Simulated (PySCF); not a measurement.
TlSCl at several levels of theory

All levels use the PBE0 minimum (singlet; Tl–Cl 2.322 Å, Tl–S 2.219 Å; Cl–Tl–S 180.0°), basis [Tl def2-TZVP with ECP60, S def2-TZVP, Cl def2-TZVP], scalar-relativistic core potentials, density fitting, no spin–orbit coupling, PySCF. For vertical energies the ionised species is a doublet (spins chosen at PBE0 and kept) and the electron-attached one a doublet. Atomisation goes to high-spin ground-configuration atoms, without zero-point energy. Open shells are unrestricted, also as the reference of the correlated levels. A dash marks a value that was not computed or is not defined at that level.

```csv
level,atomisation (kJ/mol),vertical IP (eV),vertical EA (eV),−ε(HOMO) (eV),gap (eV),dipole (D)
PBE0,570,9.17,1.01,7.27,4.36,1.81
HF,291,7.90,0.20,9.71,10.26,2.33
MP2,561,9.38,1.03,–,–,–
PBE,601,9.20,0.99,6.17,2.42,1.62
CCSD(T),?,–,–,–,–,–
r2SCAN,587,9.20,1.04,6.41,2.76,1.74
B3LYP,?,?,?,?,?,?
```

(1) Fill in the row of CCSD(T).

(2) Fill in the row of B3LYP.

Results:

(1) atomisation (kJ/mol) 530.

(2) atomisation (kJ/mol) 536, vertical IP (eV) 9.24, vertical EA (eV) 1.06, −ε(HOMO) (eV) 7.06, gap (eV) 3.91, dipole (D) 1.65.

For TlSCl itself CCSD(T) correlates 26 electrons; T1 = 0.018, D1 = 0.057, (T) = -80 kJ/mol.

Without diffuse functions attachment energies tend to come out too low.

Spin–orbit coupling, left out here, can matter for elements this heavy.
